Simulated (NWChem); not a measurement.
Correlation energy of digermane (H6Ge2)

```
Ge
H 1 1.5516
H 1 1.5516 2 108.47
H 1 1.5517 2 108.48 3 -117.63
Ge 1 2.4380 2 110.43 3 121.16
H 5 1.5516 1 110.43 2 -61.02
H 5 1.5516 6 108.47 1 -121.16
H 5 1.5517 6 108.48 7 -117.63
```
Charge 0, spin multiplicity 1.

The numbers come from NWChem runs, not from measurements. All single points use one geometry, from PBE/def2-SVP, a minimum by its harmonic frequencies.

Basis set: 6-31G*. Each correlation energy counts from its own Hartree-Fock reference.

The Hamiltonian is non-relativistic. The correlated methods keep 18 core orbitals frozen. The Pople sets run with spherical d functions. Coupled-cluster values serve here as a point of comparison, not as the truth.

```json
[
 {"method": "MP2", "correlation energy (mHa)": "(withheld)"},
 {"method": "SCS-MP2", "correlation energy (mHa)": "-466.6"},
 {"method": "CR-CCSD[T]", "correlation energy (mHa)": "-517.8"},
 {"method": "CR-CCSD(T)", "correlation energy (mHa)": "-516.8"},
 {"method": "CCSD", "correlation energy (mHa)": "-508.9"},
 {"method": "CCSD+T(CCSD)", "correlation energy (mHa)": "(withheld)"},
 {"method": "CCSD(T)", "correlation energy (mHa)": "-519.1"}
]
```

Question: Complete the blanks.

Answer: 
- MP2, correlation energy (mHa): -497.2
- CCSD+T(CCSD), correlation energy (mHa): -520.4
